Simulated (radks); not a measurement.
Values are calculated unless marked as measured or tabulated.
W42+, configuration [Ar] 3d10 4s2 4p2.

Level of theory: non-relativistic Kohn-Sham, LB94 model potential, spin-polarised, spherical densities, point nucleus; open shells are filled with parallel spins first (spin-orbit coupling, left out, can overturn this in heavy ions); relativity is left out, which matters for an element this heavy (a radial shooting solver on a logarithmic mesh with Libxc functionals).

Energy parts (hartree):
part                   energy
kinetic            14158.5185
electron-nucleus  -31003.4661
Hartree             2932.4072
(The LB94 potential has no energy functional, so no total or exchange-correlation energy is given.)

Orbitals (lengths in bohr, moments of r in powers of bohr; r(90%) holds 90 % of the orbital's charge):
[
 {"orbital": "1s up", "occ.": "1", "eigenvalue (hartree)": "-2423.728", "r(90%)": "0.0363", "<1/r>": "73.49", "<r^2>": "0.0005589"},
 {"orbital": "1s down", "occ.": "1", "eigenvalue (hartree)": "-2423.727", "r(90%)": "0.0363", "<1/r>": "73.49", "<r^2>": "0.0005588"},
 {"orbital": "2s up", "occ.": "1", "eigenvalue (hartree)": "-459.9737", "r(90%)": "0.132", "<1/r>": "17.27", "<r^2>": "0.008711"},
 {"orbital": "2s down", "occ.": "1", "eigenvalue (hartree)": "-459.9376", "r(90%)": "0.132", "<1/r>": "17.27", "<r^2>": "0.008711"},
 {"orbital": "2p up", "occ.": "3", "eigenvalue (hartree)": "-444.4459", "r(90%)": "0.118", "<1/r>": "17.31", "<r^2>": "0.006434"},
 {"orbital": "2p down", "occ.": "3", "eigenvalue (hartree)": "-444.3813", "r(90%)": "0.118", "<1/r>": "17.31", "<r^2>": "0.006435"},
 {"orbital": "3s down", "occ.": "1", "eigenvalue (hartree)": "-158.4814", "r(90%)": "0.313", "<1/r>": "6.746", "<r^2>": "0.05287"},
 {"orbital": "3s up", "occ.": "1", "eigenvalue (hartree)": "-158.4798", "r(90%)": "0.313", "<1/r>": "6.753", "<r^2>": "0.05279"},
 {"orbital": "3p up", "occ.": "3", "eigenvalue (hartree)": "-151.3510", "r(90%)": "0.304", "<1/r>": "6.710", "<r^2>": "0.04858"},
 {"orbital": "3p down", "occ.": "3", "eigenvalue (hartree)": "-151.3395", "r(90%)": "0.305", "<1/r>": "6.704", "<r^2>": "0.04866"},
 {"orbital": "3d up", "occ.": "5", "eigenvalue (hartree)": "-138.2546", "r(90%)": "0.276", "<1/r>": "6.630", "<r^2>": "0.03739"},
 {"orbital": "3d down", "occ.": "5", "eigenvalue (hartree)": "-138.2372", "r(90%)": "0.276", "<1/r>": "6.627", "<r^2>": "0.03744"},
 {"orbital": "4s up", "occ.": "1", "eigenvalue (hartree)": "-77.82124", "r(90%)": "0.595", "<1/r>": "3.403", "<r^2>": "0.2006"},
 {"orbital": "4s down", "occ.": "1", "eigenvalue (hartree)": "-77.69258", "r(90%)": "0.594", "<1/r>": "3.420", "<r^2>": "0.1996"},
 {"orbital": "4p up", "occ.": "2", "eigenvalue (hartree)": "-74.74322", "r(90%)": "0.595", "<1/r>": "3.361", "<r^2>": "0.1979"},
 {"orbital": "4p down", "occ.": "0", "eigenvalue (hartree)": "-74.62912", "r(90%)": "0.594", "<1/r>": "3.379", "<r^2>": "0.1968"},
 {"orbital": "4d up", "occ.": "0", "eigenvalue (hartree)": "-69.38296", "r(90%)": "0.587", "<1/r>": "3.274", "<r^2>": "0.1868"},
 {"orbital": "4d down", "occ.": "0", "eigenvalue (hartree)": "-69.31578", "r(90%)": "0.585", "<1/r>": "3.292", "<r^2>": "0.1854"},
 {"orbital": "5s up", "occ.": "0", "eigenvalue (hartree)": "-46.62963", "r(90%)": "0.966", "<1/r>": "2.072", "<r^2>": "0.5456"},
 {"orbital": "5s down", "occ.": "0", "eigenvalue (hartree)": "-46.50277", "r(90%)": "0.967", "<1/r>": "2.066", "<r^2>": "0.5469"}
]

The highest occupied level is 4p up at -2033.9 eV. Summed over all electrons, <r^2> = 1.625 bohr^2, which gives a Langevin (diamagnetic) susceptibility term of -1.29 x 10^-6 cm^3/mol. Spin moment in Bohr magnetons: 2.
